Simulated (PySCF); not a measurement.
**Relaxation of singlet Pb2Te**

These are results of PySCF, PBE0, basis Te def2-SVP with ECP28, Pb def2-SVP with ECP60 (scalar-relativistic core potentials, no spin–orbit coupling, density fitting), not measurements. A (50,194) grid was used.

A hand-made bent start, of C2v symmetry, held to at least that symmetry:

```xyz
3
charge 0 multiplicity 1, angstrom
Te    0.0000    0.0000   -1.2238
Pb    2.2936    0.0000    0.3822
Pb   -2.2936    0.0000    0.3822
```

Optimiser trace:
```tsv
step	E − E(last) (kJ/mol)	largest gradient (Eh/bohr)
0	172.34	0.02251
1	135.68	0.01873
2	77.55	0.03132
3	34.41	0.03204
4	17.09	0.03232
5	0.96	0.00867
6	0.10	0.00284
7	0.00	0.00013
8	0.00	0.00001
```

It ends at C2v with Pb–Pb 3.073 Å, Te–Pb 2.842 Å (×2); Pb–Pb–Te 57.3° (×2), Pb–Te–Pb 65.4° (after a last refinement on a finer grid). A frequency run shows a minimum.

No spin–orbit coupling is included, which matters more the heavier the element.
